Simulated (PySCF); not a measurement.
**Polarisability and C₆ of Os³⁺ (osmium, charge +3)**

[Xe] 4f14 5d5, high-spin 6S determinant. All numbers are calculated (PySCF 2.14, scalar relativity through the core potential, in aug-cc-pwCVTZ-PP with ECP60MDF (8s8p7d4f3g, 122 functions)). Coupled (time-dependent) response in atomic units; α is the mean over directions.

```tsv
method	mean α (bohr³)	C₆ (like pair)	S(−4)
PBE0	6.925	37.43	10.88
```

S(−4) is the Cauchy moment in α(ω) = α(0) + S(−4) ω² + …

α(iu) at PBE0:

| u (hartree) | α(iu) (bohr³) |
| --- | --- |
| 0 | 6.925 |
| 0.0500 | 6.897 |
| 0.100 | 6.819 |
| 0.200 | 6.532 |
| 0.300 | 6.136 |
| 0.500 | 5.260 |
| 0.750 | 4.292 |
| 1.00 | 3.527 |
| 1.50 | 2.462 |
| 2.00 | 1.788 |
| 3.00 | 1.040 |
| 5.00 | 0.4603 |

A single London oscillator, α(iu) = α/(1 + u²/ω²), gives C₆ = (3/4) ω α². Matching the computed C₆ needs ω = 4 × 37.43 / (3 × 6.925²) = 1.04 hartree.

For an ion, C₆ is the dispersion term alone; charge-induced terms of lower order in 1/R come first.

Energies and moments cover only the electrons outside the core potential. Spin-orbit coupling, which splits the p, d and f shells strongly at this Z, is absent.
